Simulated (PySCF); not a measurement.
Vertical excitations of a molecule C5H8O from TDA-PBE0/def2-SVPD (PySCF), as energy in eV (oscillator strength): 5.90 (0.013), 6.32 (0.035), 6.86 (0.011), 6.94 (0.301), 7.08 (0.005), 7.19 (0.010), 7.28 (0.262), 7.52 (0.018), 7.86 (0.028), 7.90 (0.003). Lowest triplet (TDA): 4.07 eV. The structure is a stationary point at B3LYP-D3(BJ)/def2-SVP. Other conformers were not sampled.

Task: Pick the molecule that these values belong to.
A) C#CC[C@H](C)O
B) CO[C@@H]1C=CC1
C) C=CCOC=C
D) C=CO/C=C/C

Result: C, C=CCOC=C
